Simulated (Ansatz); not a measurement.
Relaxation of CH₈NPSi (12 atoms, charge 0, multiplicity 1), to a largest force component of 0.015 eV/Å in at most 40 steps.

The calculation used Ansatz, RKS revPBE-D4/6-31G*.

```xyz
12
Properties=species:S:1:pos:R:3:forces:R:3
C -0.389 1.152 -0.753 -2.06 2.70 -1.20
N 0.009 -0.097 -0.240 -1.60 -0.18 0.96
Si -0.558 -1.534 -0.921 -1.61 -1.73 -1.36
P 1.602 -0.282 0.155 4.08 0.57 -0.53
H -0.973 1.071 -1.732 0.54 -0.05 0.78
H -1.095 1.742 -0.064 0.72 -0.69 -0.36
H 0.443 1.852 -0.979 0.10 -0.27 0.04
H -0.326 -2.707 -0.017 0.25 0.07 0.02
H 0.029 -1.782 -2.300 0.00 -0.10 0.24
H -2.048 -1.445 -1.098 0.02 0.09 -0.02
H 1.805 0.829 1.022 -0.11 0.18 0.45
H 1.564 -1.241 1.159 -0.33 -0.58 0.99
```

Question: Where does it end, and by what steps?

Answer: The run converged. After 23 steps the energy has fallen by 0.876 eV; H11 moved furthest, 1.95 Å.

```
step  energy less start (eV)  largest force component (eV/Å)  accepted
   0                  0.0000                           4.083       yes
   1                 -0.4280                           2.068       yes
   2                 -0.5968                           0.281       yes
   3                 -0.6378                           0.251       yes
   4                 -0.6846                           0.121       yes
   5                 -0.7091                           0.183       yes
   6                 -0.7052                           0.450        no
   7                 -0.7189                           0.127       yes
   8                 -0.7281                           0.053       yes
   9                 -0.7347                           0.247       yes
  10                 -0.7398                           0.319       yes
  11                 -0.7469                           0.360       yes
  12                 -0.7562                           0.401       yes
  13                 -0.7637                           0.569       yes
  14                 -0.7984                           0.373       yes
  15                 -0.8270                           0.167       yes
  16                 -0.8510                           0.171       yes
  17                 -0.8688                           0.104       yes
  18                 -0.8185                           0.385        no
  19                 -0.8747                           0.022       yes
  20                 -0.8706                           0.365        no
  21                 -0.8757                           0.036       yes
  22                 -0.8759                           0.032       yes
  23                 -0.8760                           0.011       yes
```

```xyz
12
Properties=species:S:1:pos:R:3
C -0.385 1.280 -0.990
N -0.040 0.073 -0.216
Si -0.596 -1.501 -0.766
P 1.387 0.218 0.781
H -1.443 1.226 -1.302
H -0.258 2.179 -0.361
H 0.235 1.409 -1.900
H -0.620 -2.426 0.412
H 0.286 -2.124 -1.818
H -1.975 -1.336 -1.339
H 1.104 -0.871 1.675
H 2.368 -0.570 0.056
```

Whether the end is a true minimum wasn't checked by a vibrational analysis.

The run took 3.1 min on 1 thread of Intel(R) Xeon(R) Processor @ 2.50GHz (Skylake/Cascade Lake), on a shared host, peak memory 0.16 GiB.
